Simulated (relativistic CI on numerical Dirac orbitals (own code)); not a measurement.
## Radial parameters of Fe XIII

Calculated at this level of theory: Dirac-Coulomb-Breit CI, separate exchange-only KLI orbitals for each configuration, model QED (radiative potential, 1s self-energy scaled to tabulated hydrogen-like ionisation energies), unscaled Slater integrals (own radial code, finite nucleus).

Slater integrals F^k, G^k are unscaled and averaged over j, outside the closed core [Ne]; ζ comes from projecting the Hamiltonian with its Breit term on Σ l·s of the shell.

- 3s²3p²: F^2(3p,3p) = 142800, ζ(3p) = 12176 cm⁻¹; <r>(3p) = 0.7023, <r^2>(3p) = 0.5677 (bohr units).
- 3s3p³: F^2(3p,3p) = 142690, G^1(3s,3p) = 185360, ζ(3p) = 12158 cm⁻¹; <r>(3s) = 0.7042, <r^2>(3s) = 0.5635, <r>(3p) = 0.7028, <r^2>(3p) = 0.5686 (bohr units).
- 3s²3p3d: ζ(3p) = 12165, F^2(3p,3d) = 141530, G^1(3p,3d) = 161530, G^3(3p,3d) = 105000, ζ(3d) = 927.27 cm⁻¹; <r>(3p) = 0.7035, <r^2>(3p) = 0.5698, <r>(3d) = 0.6609, <r^2>(3d) = 0.509 (bohr units).

Averages of the first 10 configurations, taken without configuration mixing, which lowers the lowest level and can move excited configurations by several eV; other configurations of the list can lie among them:

```tsv
Configuration	Parity	States	Average energy above the lowest level (eV)
3s²3p²	even	15	7.6
3s3p³	odd	40	45.1
3s²3p3d	odd	60	63.0
3p⁴	even	15	88.9
3s3p²3d	even	300	97.7
3p³3d	odd	200	138.7
3s3p3d²	odd	540	152.3
3s²3p4s	odd	12	171.1
3s²3d4p	odd	60	241.2
3s²3p4p	even	36	185.7
```
